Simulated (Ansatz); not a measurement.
Reaction (cleavage of the Si–B bond): `NB[SiH](F)Cl` + `[NH2][GeH2][Cl]` → `F[SiH](Cl)[NH][GeH2][Cl]` + `BN`

Isolated molecules relaxed with PBE0-D4/def2-TZVP in Ansatz; ΔE leaves out vibrations. CCSD(T)/CBS is the MP2 limit (def2-TZVPP, def2-QZVPP) plus CCSD(T) − MP2 in def2-TZVPP, frozen cores. This one scheme is used for every species. DFT in def2-TZVPP. For Ge outer-core shells are correlated without core-valence functions, which leaves a few kJ/mol of doubt a bond. Scalar relativity is left out up to krypton. Each species was taken in one conformer, which may not be the lowest.

| level | ΔE (kJ/mol) |
| --- | --- |
| PBE-D4 | -72.5 |
| PBE0-D4 | -81.0 |
| ωB97X-V | -88.7 |
| ωB97M-V | -94.2 |
| B2PLYP | -89.8 |
| CCSD/def2-TZVPP | -94.3 |
| CCSD(T)/def2-TZVPP | -93.4 |
| CCSD/CBS(def2) | -94.1 |

Question: What does CCSD(T)/CBS give? (An estimate is asked.)

Answer: Ansatz gave: -93.3 kJ/mol. The listed levels differ from it by 20.8, 12.3, 4.6, -0.9, 3.5, -1.0, -0.1, -0.8 kJ/mol.

Largest T1 diagnostic among the species: 0.012.

The D4 term adds −8.6 kJ/mol with B3LYP and −4.8 kJ/mol with PBE0; it sums over pairs of atoms, weighted by their polarisabilities, and B3LYP, whose exchange is more repulsive, gets the larger term. From PBE to PBE0 (25 % exact exchange), in def2-TZVPP and without D4, ΔE moves by −9.0 kJ/mol.

CCSD(T)/CBS has its own doubt, a few kJ/mol and more with outer-core shells, so smaller differences from it don't rank the levels.

B3LYP here is the variant with VWN-RPA as its local correlation; programs differ in this.
